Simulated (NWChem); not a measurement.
## H3O3Sb in NWChem

```xyz
7

Sb    -0.0029     0.0174     0.3807
O      1.5295    -0.9319    -0.4333
H      1.5829    -0.7768    -1.3864
O     -1.4265    -0.7023    -0.8121
H     -1.6310    -1.6330    -0.6622
O     -0.0070     1.6414    -0.7377
H     -0.5744     1.4645    -1.5031
```
Charge 0, spin multiplicity 1.

Program: NWChem. Structure: optimised with PBE0/def2-SVP with def2 effective core potentials on Sb, a minimum by its harmonic frequencies. It is one conformer; others weren't searched.

Symmetry labels belong to the abelian group C1 used in the runs, with the axes of the coordinates shown.

Effective core potentials replace the inner electrons of Sb; spin-orbit coupling is left out. B3LYP has NWChem's definition, with VWN1-RPA local correlation. The structure started from a generated list of species.

Question: List the lowest 4 singlet excitations that TD-B3LYP/def2-SVP with def2 effective core potentials on Sb, VWN1-RPA local correlation gives, with oscillator strengths.

Answer: 
```
state  symmetry  energy (eV)  wavelength (nm)      f
-----  --------  -----------  ---------------  -----
1             a         5.79              214  0.035
2             a         5.94              209  0.005
3             a         6.38              194  0.020
4             a         6.43              193  0.019
```
